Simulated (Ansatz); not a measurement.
One change: `C[N](C)[Zn][Br]` becomes `C[N](C)[Ge][F]`.

Ansatz, PBE0-D4/def2-TZVP geometries, multiplicity 1. Each molecule was computed in one conformer, which needn't be the lowest.

Scalar relativity is left out up to krypton.

```tsv
property	`C[N](C)[Zn][Br]`
LUMO energy (PBE/def2-TZVPP) / eV	-1.80
HOMO–LUMO gap (PBE/def2-TZVPP) / eV	3.02
HOMO–LUMO gap (B3LYP/def2-TZVPP) / eV	4.64
HOMO energy (PBE0/def2-TZVPP) / eV	-6.05
HOMO energy (B3LYP/def2-TZVPP) / eV	-5.87
zero-point energy (PBE0-D4/def2-TZVP) / kJ/mol	215.3
```

Problem. What does the change do to each property? (Best estimate.)

Solution. The calculation gave: 
```
                                      property  `C[N](C)[Ge][F]`  shift
             LUMO energy (PBE/def2-TZVPP) / eV             -2.16  -0.36
           HOMO–LUMO gap (PBE/def2-TZVPP) / eV              3.61   0.59
         HOMO–LUMO gap (B3LYP/def2-TZVPP) / eV              5.11   0.47
            HOMO energy (PBE0/def2-TZVPP) / eV             -6.98  -0.93
           HOMO energy (B3LYP/def2-TZVPP) / eV             -6.77  -0.90
zero-point energy (PBE0-D4/def2-TZVP) / kJ/mol             221.4    6.1
```

With PBE0 the HOMO falls by 0.93 eV and the LUMO falls by 0.52 eV, so the gap widens by about 0.41 eV. PBE moves the HOMO by -0.94 eV and ωB97M-V by -0.86 eV.

B3LYP here is the variant with VWN-RPA as its local correlation; programs differ in this.

Spin–orbit coupling is left out; it splits and shifts lone-pair levels of the heavy atoms by tenths of an eV.
